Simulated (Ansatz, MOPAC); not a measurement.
Molecule: CH$_{3}$Te (charge 0, doublet). SMILES: C[Te]

Atoms: Te1, C2, H3, H4, H5. Bonds: Te1-C2, C2-H3, C2-H4, C2-H5.

Bond lengths (Å) and angles (degrees) optimised at PM6 with MOPAC; MNDO with MOPAC; B3LYP/LANL2DZ with Ansatz (an electronic-structure program), each started from the B3LYP-D3(BJ)/def2-TZVP structure (Ansatz) of the last column. A row stands for all coordinates that are equal there; 6 of 7 kinds are shown. No wavenumbers were computed at PM6, MNDO, B3LYP/LANL2DZ, so these may be saddle points.

| coordinate | PM6 | MNDO | B3LYP/LANL2DZ | B3LYP-D3(BJ)/def2-TZVP |
|---|---|---|---|---|
| Te1-C2 | 2.153 | 2.148 | 2.181 | 2.161 |
| C2-H3 | 1.102 | 1.096 | 1.092 | 1.086 |
| C2-H4 | 1.104 | 1.100 | 1.096 | 1.090 |
| Te1-C2-H3 | 114.0 | 109.2 | 109.9 | 109.8 |
| Te1-C2-H4 | 112.3 | 104.7 | 107.4 | 106.5 |
| H3-C2-H4 | 105.0 | 111.1 | 109.2 | 109.6 |

Mean signed difference of all 4 bond lengths from B3LYP-D3(BJ)/def2-TZVP: PM6 0.010 Å, MNDO 0.005 Å, B3LYP/LANL2DZ 0.010 Å.
